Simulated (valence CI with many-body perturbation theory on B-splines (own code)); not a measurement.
# Ti¹⁷⁺: electric-dipole lines

Calculated by configuration interaction combined with many-body perturbation theory (CI+MBPT): three valence electrons over a frozen Dirac-Fock core [He], radial functions for each j: 11 s, 11 p, 10 d, 8 f, 5 g, 2 h, with the one-electron correlation potential Σ1, the two-electron term Σ2, the three-electron term Σ3, Breit, model QED; selected CI, second order for the rest, scaled by the run's own slope (own B-spline code, finite nucleus).

No measured spectrum was set against this ion. As an estimate, levels of excited configurations hold to 0.05 to 0.15 % of their energy, terms of the ground configuration to about 0.5 %.

Lines 101 to 150 of 572 in falling wavelength, among levels below 1017.2 eV, chosen from the strongest by gf and those to the six lowest levels. Wavelengths and rates use the calculated energies, so an error of 500 cm⁻¹ moves a line at 544.1 Å by 0.27 % and its rate by three times that or more. Electric multipoles are in the length gauge, E1 and E2 with the static RPA response of the core. Weak lines are less certain than strong ones. Lines between different terms over intervals too small for the method are left out, as are lines whose strength nearly cancels. Where a level lies close to another of its J and parity, the split of strength between their lines is uncertain. The highest levels of a list are the least certain.

Names give the largest LS component (configuration and term), which can be under half, so a name can repeat, a term be missing and a line seem to break the LS rules; names also repeat where a configuration has a term twice. Letters in brackets count levels of one name in rising energy.

```
λ vac (Å)                 Upper                 Lower   A (s⁻¹)  S (a.u.)
    544.1       2s 2p 3p 4P_1/2      2s 2p 3s 4P°_3/2  1.57e+09  2.50e-01
    474.7    2p2 3p 2P°_3/2 [b]         2p2 3s 2D_3/2  2.25e+09  4.76e-01
    468.3    2p2 3p 2D°_5/2 [b]         2p2 3s 2P_3/2  1.03e+09  3.13e-01
    456.6    2p2 3p 2P°_3/2 [b]         2p2 3s 2D_5/2  1.50e+09  2.82e-01
    433.6    2p2 3p 2D°_3/2 [b]         2p2 3s 2P_1/2  1.32e+09  2.13e-01
    428.9    2p2 3p 2P°_1/2 [b]         2p2 3s 2P_3/2  2.39e+09  1.86e-01
    301.5        2p2 3p 2F°_5/2   2s 2p 3p 2P_3/2 [b]  1.67e+09  1.36e-01
    292.6           2p3 2D°_5/2         2s 2p2 2P_3/2  2.38e+09  1.76e-01
    288.6        2p2 3p 2F°_7/2   2s 2p 3p 2D_5/2 [b]  2.91e+09  2.76e-01
    285.6     2p2 3d 2D_3/2 [b]  2s 2p 3d 2D°_3/2 [b]  3.20e+09  1.47e-01
    273.8         2p2 3s 2D_5/2      2s 2p 3d 4D°_3/2  2.08e+09  1.27e-01
    272.8         2p2 3s 2D_5/2  2s 2p 3s 2P°_3/2 [b]  2.80e+09  1.68e-01
    270.2     2p2 3d 2P_3/2 [b]  2s 2p 3d 2P°_3/2 [b]  3.09e+09  1.20e-01
    214.1        2p2 3p 4P°_5/2       2s 2p 3p 4P_5/2  3.44e+09  9.99e-02
    208.1           2p3 2P°_3/2         2s 2p2 2P_3/2  1.10e+10  1.96e-01
    206.5    2p2 3p 2D°_5/2 [a]   2s 2p 3p 2D_5/2 [a]  4.82e+09  1.26e-01
    204.5         2p2 3d 4F_5/2      2s 2p 3d 4F°_7/2  3.53e+09  8.93e-02
    203.6     2p2 3d 2D_5/2 [a]  2s 2p 3d 2F°_7/2 [a]  4.42e+09  1.10e-01
    200.3         2p2 3d 4F_9/2      2s 2p 3d 4F°_9/2  5.81e+09  2.30e-01
    198.0        2p2 3p 4D°_7/2       2s 2p 3p 4D_7/2  7.16e+09  2.20e-01
    197.8         2s 2p2 2D_5/2        2s2 2p 2P°_3/2  4.28e+09  9.80e-02
    197.0         2p2 3d 4F_7/2      2s 2p 3d 4F°_7/2  2.92e+09  8.80e-02
    194.8         2p2 3s 2P_3/2  2s 2p 3s 2P°_3/2 [a]  9.04e+09  1.32e-01
    194.0         2p2 3d 4P_5/2      2s 2p 3d 4D°_7/2  6.50e+09  1.41e-01
    191.9         2p2 3s 4P_5/2      2s 2p 3s 4P°_5/2  7.50e+09  1.57e-01
    191.2           2p3 2D°_3/2         2s 2p2 2D_3/2  6.20e+09  8.56e-02
    190.5     2p2 3d 2D_5/2 [d]  2s 2p 3d 2D°_5/2 [b]  4.71e+09  9.66e-02
    190.2     2p2 3d 2D_3/2 [a]  2s 2p 3d 2F°_5/2 [a]  6.70e+09  9.11e-02
    189.6           2p3 2D°_5/2         2s 2p2 2D_5/2  8.99e+09  1.82e-01
    187.6           2p3 2D°_5/2         2s 2p2 2D_3/2  1.55e+09  3.02e-02
    184.1    2p2 3p 2P°_3/2 [c]   2s 2p 3p 2P_3/2 [b]  6.45e+09  7.95e-02
    183.6     2p2 3d 2D_5/2 [d]  2s 2p 3d 2F°_7/2 [b]  1.15e+10  2.12e-01
    182.4    2p2 3p 2P°_3/2 [c]   2s 2p 3p 2D_5/2 [b]  1.29e+10  1.55e-01
    182.4     2p2 3d 2D_3/2 [c]  2s 2p 3d 2F°_5/2 [b]  1.28e+10  1.53e-01
    182.2    2p2 3p 2P°_1/2 [c]   2s 2p 3p 2D_3/2 [b]  1.61e+10  9.60e-02
    179.8         2s 2p2 2D_3/2        2s2 2p 2P°_1/2  5.95e+09  6.83e-02
    172.7  2s 2p 3d 2F°_7/2 [b]         2s2 3d 2D_5/2  7.17e+09  1.46e-01
    171.2       2s 2p 4f 2F_5/2        2s2 4f 2F°_5/2  1.17e+10  1.73e-01
    171.2   2s 2p 4f 2F_7/2 [b]        2s2 4f 2F°_7/2  1.17e+10  2.33e-01
    170.9  2s 2p 3d 2F°_5/2 [b]         2s2 3d 2D_3/2  7.05e+09  1.04e-01
    170.2  2s 2p 4d 2F°_7/2 [b]         2s2 4d 2D_5/2  8.08e+09  1.57e-01
    169.6  2s 2p 4d 2F°_5/2 [b]         2s2 4d 2D_3/2  7.88e+09  1.14e-01
    169.6   2s 2p 4p 2D_5/2 [b]        2s2 4p 2P°_3/2  1.27e+10  1.83e-01
    169.2  2s 2p 4d 2D°_3/2 [b]         2s2 4d 2D_3/2  1.29e+10  1.23e-01
    169.0  2s 2p 4d 2D°_5/2 [b]         2s2 4d 2D_5/2  1.37e+10  1.96e-01
    168.9   2s 2p 4p 2D_3/2 [b]        2s2 4p 2P°_1/2  1.27e+10  1.21e-01
    168.4   2s 2p 4p 2P_3/2 [b]        2s2 4p 2P°_3/2  1.41e+10  1.33e-01
    168.1  2s 2p 4s 2P°_3/2 [b]         2s2 4s 2S_1/2  1.43e+10  1.34e-01
    167.8   2s 2p 3p 2D_5/2 [b]        2s2 3p 2P°_3/2  1.06e+10  1.49e-01
    167.5  2s 2p 3d 2D°_3/2 [b]         2s2 3d 2D_3/2  1.37e+10  1.27e-01
```
